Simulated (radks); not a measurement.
Task: All-electron atom: the tungsten ion W+ in [Xe] 4f14 5d4 6s1 (the NIST ground configuration). All-electron calculation, Dirac Kohn-Sham, Slater X-alpha with alpha = 0.859, spin-unpolarised, spherical densities, finite nucleus; open shells fill j = l - 1/2 first; Fermi nuclear charge, rms radius 5.3658 fm. Program: a radial shooting solver on a logarithmic mesh with Libxc functionals. Some entries of the table are withheld. Estimate them.

| orbital | occ. | eigenvalue (hartree) | <r^2> (bohr^2) |
|---|---|---|---|
| 1s1/2 | 2 | -2555.387 | 0.0004627 |
| 2s1/2 | 2 | -442.1823 | 0.007043 |
| 2p1/2 | 2 | -423.4810 | 0.005020 |
| 2p3/2 | 4 | -373.4649 | 0.006217 |
| 3s1/2 | 2 | -102.3303 | 0.04593 |
| 3p1/2 | 2 | -93.88934 | 0.04206 |
| 3p3/2 | 4 | -83.04509 | 0.04862 |
| 3d3/2 | 4 | -68.68222 | (1) |
| 3d5/2 | 6 | -66.31315 | (2) |
| 4s1/2 | 2 | -21.44585 | 0.2268 |
| 4p1/2 | 2 | -17.91678 | 0.2334 |
| 4p3/2 | 4 | -15.39217 | 0.2685 |
| 4d3/2 | 4 | -9.55000 | 0.2915 |
| 4d5/2 | 6 | -9.08176 | 0.3047 |
| 5s1/2 | 2 | -3.26794 | 1.262 |
| 5p1/2 | 2 | (3) | 1.536 |
| 5p3/2 | 4 | (4) | 1.822 |
| 4f5/2 | 6 | -1.72646 | 0.4365 |
| 4f7/2 | 8 | -1.64061 | 0.4509 |
| 5d3/2 | 4 | -0.48927 | 4.106 |
| 6s1/2 | 1 | -0.46523 | 9.393 |
| 5d5/2 | 0 | -0.45813 | 4.414 |

Result: 
(1) 3d3/2 <r^2> (bohr^2): 0.03761
(2) 3d5/2 <r^2> (bohr^2): 0.03941
(3) 5p1/2 eigenvalue (hartree): -2.20853
(4) 5p3/2 eigenvalue (hartree): -1.83494
